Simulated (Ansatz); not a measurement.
Another site gives an ion 0.14 eV lower (`C=[C-]c1ccccc1`) at the level frozen-core CCSD(T)/aug-cc-pVDZ // B3LYP-D3(BJ)/def2-SVPD (Ansatz, an electronic-structure program).

Cartesian coordinates (Å):
SMILES: C=Cc1[c-]cccc1
```xyz
15

C      2.5501     0.7745    -1.0315
C      1.7153    -0.2735    -0.8750
C      0.3778    -0.3300    -0.2544
C     -0.2804    -1.5986    -0.2319
C     -1.5589    -1.5619     0.3822
C     -2.1483    -0.4125     0.9236
C     -1.4592     0.8101     0.8762
C     -0.1981     0.8449     0.2868
H      2.3034     1.7815    -0.6846
H      3.5194     0.6512    -1.5190
H      2.0302    -1.2541    -1.2482
H     -2.1461    -2.4912     0.4484
H     -3.1435    -0.4577     1.3847
H     -1.9024     1.7190     1.2936
H      0.3407     1.7984     0.2491
```
Charge -1, spin multiplicity 1.

All values below come from frozen-core CCSD(T)/aug-cc-pVDZ // B3LYP-D3(BJ)/def2-SVPD (Ansatz). The restricted HF reference is unstable towards unrestricted orbitals.

```json
{
  "HF energy": "-306.96777 Ha",
  "MP2 correlation energy": "-1.10130 Ha"
}
```

Question: Estimate the CCSD correlation energy, the (T) correction, the total energy and the T1 diagnostic.

Answer: 
```yaml
CCSD correlation energy: -1.14514 Ha
"(T) correction": -0.05806 Ha
CCSD(T) total energy: -308.17097 Ha
T1 diagnostic: 0.015
```
